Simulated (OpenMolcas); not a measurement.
Ta2+.

```
Program             : OpenMolcas
Method              : CASSCF
Basis               : ANO-RCC-VDZP [7s6p4d2f1g]
Scalar Hamiltonian  : DKH2, point nucleus
Active space        : 3 electrons in 6 orbitals (5d 6s)
State averaging     : 2S+1 = 4 even, 20 roots; 2S+1 = 2 even, 70 roots kept (CI in the orbitals of an earlier block)
Spin-orbit coupling : state interaction with AMFI integrals over the reference wave functions, term energies averaged over their components
```

Levels without dynamic correlation, in cm-1 above 5d3 4F 3/2:

```tsv
Level	E
5d3 2P 1/2 [75 %]	9767
5d3 2G 7/2	13641
5d3 4P 1/2 [74 %]	15482
5d3 2H 11/2	20961
```

On this reference, MS-CASPT2, IPEA 0.25 Eh, imaginary shift 0.1 Eh (closed shells correlated: 5s 5p) puts 5d3 2P 1/2 [75 %] at 8310 cm-1.

Estimate the other levels at that method by one scale factor, and say how well it serves.

The factor is 8310 / 9767 = 0.851. Scaled values beside those that MS-CASPT2 gives:
```
            Level  Scaled  MS-CASPT2  Miss (%)
       5d3 2G 7/2   11608      13200     -12.1
5d3 4P 1/2 [74 %]   13175      14260      -7.6
      5d3 2H 11/2   17838      20830     -14.4
```
For these levels the scaled values miss MS-CASPT2 by up to 14.4 %, as correlation changes each term by its own factor, spin-orbit parts do not scale and CASPT2 has its own spread within terms. This holds within one configuration; levels of others move differently, and the target method has errors of its own against measurement.

CASPT2 breaks the degeneracy within a term, and the mean is taken; among the terms shown or strongly mixed into the levels shown the widest spread is 300 cm-1 (5d3 4F, MS-CASPT2). Terms from blocks run as CI alone lack orbitals of their own. Configurations are named by rounded mean occupations; where the s occupation lies near a half they are strongly mixed, a name can repeat and a true partner stay unpaired. Without dynamic correlation excited terms often stand tens of per cent too high (terms of higher spin than the ground term too low), and those without a measured partner can miss by more than the paired ones (holds for CASSCF). Only configurations of the active space appear.

A share in square brackets marks a mixed level and gives the weight of the term that names it, the lowest over the columns.
